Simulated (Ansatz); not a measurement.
A geometry relaxed with B3LYP-D3(BJ)/def2-TZVP (Ansatz, a quantum-chemistry and plane-wave program), charge 0, multiplicity 1:

```xyz
7

N     -1.7607     0.4627     0.2471
C      0.5644    -0.1791     0.2476
C     -0.8458    -0.4188     0.3081
C      1.7502     0.0113     0.1978
H     -1.3594     1.3972     0.1460
H      2.7974     0.1881     0.1530
H     -1.1461    -1.4613     0.4169
```

### Question
Write the SMILES of this molecule.

### Answer
`[H]/N=C\C#C`
